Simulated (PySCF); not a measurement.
## Field gradients at the hydrogen positions

C₃H₁₁FOSi₂.
Cartesian coordinates in Å at the PBE0-D3(BJ)/def2-SVP level; atoms count from 1:
```
atom  x, y, z in Å
C1     3.4902   -0.1689    0.0157
O2     2.2169   -0.5470   -0.4345
Si3    0.7785   -0.0387    0.1873
F4     0.6391    1.5707   -0.0430
C5    -0.5767   -0.8890   -0.7564
C6    -2.0044   -0.6439   -0.2517
Si7   -2.6503    1.1386   -0.2848
H8     3.7224    0.8743   -0.2589
H9     4.2400   -0.8234   -0.4531
H10    3.5886   -0.2666    1.1124
H11    0.7449   -0.2357    1.6644
H12   -0.4697   -0.5607   -1.8056
H13   -0.3424   -1.9681   -0.7571
H14   -2.7171   -1.2331   -0.8547
H15   -2.1224   -1.0161    0.7815
H16   -4.1288    1.1028   -0.0580
H17   -2.3836    1.7649   -1.6157
H18   -2.0331    1.9782    0.7839
```

Level: PBE0/pcSseg-1 (PySCF, non-relativistic); Q(2H) = 0.00286 b; rigid geometry, the same for H and D, with no vibrational averaging.

Question: Rank these positions by the coupling χzz of a deuteron there, largest first.
A. H10 (methyl hydrogen)
B. H18 (Si–H hydrogen)
C. H15 (methylene hydrogen)

Answer: C (193 kHz), A (184 kHz), B (95 kHz).

Tabulate Vzz, the asymmetry η and χzz = 234.96 MHz × Q × Vzz for every hydrogen position.

```tsv
atom	bonded to	bond length (Å)	Vzz (au)	η	χzz (kHz)
H8	C1	1.103	0.2770	0.08	186
H9	C1	1.100	0.2846	0.07	191
H10	C1	1.105	0.2743	0.10	184
H11	Si3	1.491	0.1365	0.02	92
H12	C5	1.105	0.2859	0.03	192
H13	C5	1.104	0.2879	0.02	193
H14	C6	1.104	0.2883	0.03	194
H15	C6	1.105	0.2872	0.05	193
H16	Si7	1.496	0.1394	0.02	94
H17	Si7	1.495	0.1407	0.03	95
H18	Si7	1.493	0.1410	0.05	95
```

Average by the element that carries the hydrogen.

on C: 191 kHz over 7 positions, mean bond length 1.104 Å; on Si: 94 kHz over 4 positions, mean bond length 1.494 Å.

Isolated species at its PBE0-D3(BJ)/def2-SVP geometry (one conformer only). These gradients aren't converged with respect to the basis.
